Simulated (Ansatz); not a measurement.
A run for Ansatz (a first-principles code): R-SVWN5/def2-TZVPP on CH4Se2 (SMILES C[Se][SeH]), a point of a torsion scan.

Ansatz 0.2 input:
```yaml
crystal:
  periodic: [false, false, false]
  atoms:
    - {symbol: C, position_ang: [-1.10246857, -0.11999880, 0.00057921]}
    - {symbol: Se, position_ang: [0.67299715, 0.69576281, 0.30918827]}
    - {symbol: Se, position_ang: [1.48312033, 0.83778831, -1.82304733]}
    - {symbol: H, position_ang: [-1.22907287, -0.28314345, -1.06503767]}
    - {symbol: H, position_ang: [-1.86625584, 0.55654925, 0.37226158]}
    - {symbol: H, position_ang: [-1.14803236, -1.06567016, 0.53233977]}
    - {symbol: H, position_ang: [2.17986114, -0.44419751, -1.86754752]}
basis:
  gaussian:
    orbitals: def2-TZVPP
hamiltonian:
  xc: {name: SVWN5}
scf: {lower_state_search: off}
```

Q: What total energy does the run end on?

A: -4836.4432 hartree.
